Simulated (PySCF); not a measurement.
Species: C₅H₉O₂S (doublet state).
Structure used (GFN2-xTB), in Å, numbered top down from 1:
```
atom  x, y, z in Å
O1    -0.008    1.628    1.745
S2     0.280    1.655    0.336
O3     0.799    2.869   -0.232
C4    -1.082    1.063   -0.579
C5    -1.545   -0.250   -0.119
C6    -0.446   -1.325   -0.330
C7     0.812   -0.995    0.464
C8     1.467    0.288    0.002
H9    -1.157    1.386   -1.600
H10   -2.452   -0.557   -0.643
H11   -1.744   -0.189    0.954
H12   -0.211   -1.393   -1.395
H13   -0.842   -2.289   -0.006
H14    1.522   -1.823    0.371
H15    0.558   -0.883    1.520
H16    2.366    0.523    0.564
H17    1.676    0.307   -1.064
```

The hyperfine couplings belong to this conformer and change with its torsions.

As a line formula: `O=S1(=O)[CH]CCCC1` [radical].

Method used: UKS B3LYP, pcH-1 on C H O S, non-relativistic, mean-field spin-orbit, GIAO in PySCF 2.14.0. The structure is a single GFN2-xTB conformer in the gas phase; no vibrational or solvent corrections. The geometry wasn't refined by DFT: couplings that depend on bond lengths, twists or pyramidal angles can differ widely from those at the functional's own minimum. No stability test was run, so a lower SCF solution isn't excluded.

(1) Give the principal g shifts and their parts.

(2) At 94.421 GHz, how far is the centre of the isotropic spectrum from where a free electron (g = 2.002319) resonates?

(3) What effective moment and Curie constant follow for a powder?

(4) In a frozen sample, at which fields do the three g values resonate at 9.5, 34, 94 and 263 GHz (hyperfine left aside), and which band first spreads them over more than twice a line width of 1.0 mT?

Results:

(1) 
```
                    Δg (ppm)     1     2     3
relativistic mass correction  -145  -145  -145
            gauge correction    17    23     9
   orbital Zeeman/spin–orbit  -148   438   900
                       total  -277   316   764
```

So g = 2.00204, 2.00264, 2.00308 and g_iso = 2.00259; the tensor is rhombic: the two nearest values differ by 43 % of g3 − g1. 

(2) B = hν/(g μB) with μB/h = 13.99624 MHz/mT gives 3369.18 mT for the free electron and 3368.73 mT at g_iso, 0.45 mT lower.

(3) With the mean of g² = 4.0104 and S(S+1) = 0.75: μ_eff = √(⟨g²⟩S(S+1)) = 1.734 μB and χT = 0.12505·⟨g²⟩·S(S+1) = 0.376 cm³ K/mol (cgs; spin-Hamiltonian part alone).

(4) 
```tsv
band	GHz	B(g3) mT	B(g2) mT	B(g1) mT	spread mT
X	9.5	338.85	338.93	339.03	0.18
Q	34.0	1212.74	1213.01	1213.37	0.63
W	94.0	3352.87	3353.63	3354.62	1.74
J	263.0	9380.91	9383.01	9385.79	4.88
```

The spread grows in proportion to the frequency. J band is the first where it exceeds 2.0 mT.

The largest Mulliken spin populations are on C4 (+0.97), C5 (-0.07) and C6 (+0.06). C4 is the only atom above +0.15. The positive populations add up to 1.12 and the negative ones to -0.12, together 2S = 1. The angles at C4 add up to 352.6°, so it is slightly pyramidal.

The HOMO–LUMO gaps are 7.62 eV among the α and 4.43 eV among the β orbitals.

On Arm Neoverse V1, one thread, shared host, this took 1.9 min (grids of density and orbitals included) and 0.97 GiB of memory at its peak.
